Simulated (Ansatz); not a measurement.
Molecule: CH3Mg, net charge 1, singlet state. It need not be the lowest isomer of its formula. 
Structure (B3LYP-D3(BJ)/def2-TZVP (Ansatz, an electronic-structure program) minimum search):
```xyz
5

Mg    -0.6598    -0.3921    -0.5360
C      0.8075     0.4799     0.6560
H      1.2964    -0.3340     1.1867
H      0.2920     1.1615     1.3290
H      1.4842     0.9987    -0.0193
```
Charge +1, spin multiplicity 1.

Quantity: vertical electron affinity (to the doublet state of charge +0; a negative value means that the extra electron is unbound and the number depends on the basis; each state is the SCF solution reached for its spin; the molecule has degenerate orbitals, so one determinant may break the symmetry; for the singlet the Hartree-Fock reference is unstable and T1 is 0.011), in eV. Correlated levels leave the core frozen unless marked. UHF or UKS for open shells. No spin-orbit coupling. No relativistic terms. CBS(X,Y): correlation extrapolated as X^-3; Hartree-Fock from the larger set.

| level | program | vertical electron affinity (eV) |
|---|---|---|
| SVWN5/def2-TZVPD | Ansatz | 6.61 |

Task: Predict the CCSD(T)/CBS(def2-TZVPPD,def2-QZVPPD) result (Ansatz).

Result: 6.48 eV, so SVWN5/def2-TZVPD differs from it by 0.13 eV.
